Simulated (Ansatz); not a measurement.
B₃P₃H₁₂, a cluster cut from wurtzite BP (hydrogen-capped). Charge 0, multiplicity 3. Geometry r2SCAN-D4/def2-SVP, that of the neutral singlet; atoms count from 1.

```
atom   x (Å)   y (Å)   z (Å)
  P1   0.716  -0.546  -1.592
  B2  -0.473   0.996  -1.612
  P3  -0.479   1.756   0.182
  B4   0.461  -1.887  -0.202
  P5   0.399  -0.955   1.508
  B6  -0.808   0.563   1.687
  H7   0.642  -1.187  -2.853
  H8   2.073  -0.125  -1.630
  H9  -0.124   1.815  -2.438
 H10  -1.593   0.545  -1.781
 H11   0.704   2.513   0.401
 H12  -1.430   2.804   0.223
 H13   1.345  -2.719  -0.221
 H14  -0.661  -2.329  -0.375
 H15   1.711  -0.595   1.922
 H16   0.092  -1.895   2.521
 H17  -1.928   0.115   1.511
 H18  -0.648   1.134   2.747
```

At PBE0-D4/def2-TZVP a singlet of charge 0 lies 5.99 eV below the triplet at the same geometry.

Estimate the Mulliken populations from the PBE0/def2-TZVP orbitals of Ansatz.


```
atom  charge (e)  spin (α − β)
  P1        0.07          0.37
  B2       -0.24          0.07
  P3        0.03          0.18
  B4       -0.24          0.08
  P5        0.07          0.38
  B6       -0.24          0.07
  H7       -0.02          0.20
  H8        0.09         -0.02
  H9        0.06          0.03
 H10        0.03          0.02
 H11        0.08         -0.01
 H12        0.01          0.21
 H13        0.11          0.15
 H14        0.04          0.03
 H15        0.09         -0.02
 H16       -0.02          0.20
 H17        0.03          0.02
 H18        0.06          0.04
```
Mulliken values and Mayer orders depend strongly on the basis.

Where does the spin sit?

Summed by element: P 0.93, B 0.21, H 0.86, of 2 unpaired in all. Largest on single atoms: P5 0.38, P1 0.37, H12 0.21.

And the Mayer bond orders between bonded heavy atoms (over 0.3)?

P1–B2 0.78 (1.95 Å); P1–B4 0.92 (1.95 Å); B2–P3 0.92 (1.95 Å); P3–B6 0.93 (1.95 Å); B4–P5 0.92 (1.95 Å); P5–B6 0.78 (1.95 Å).
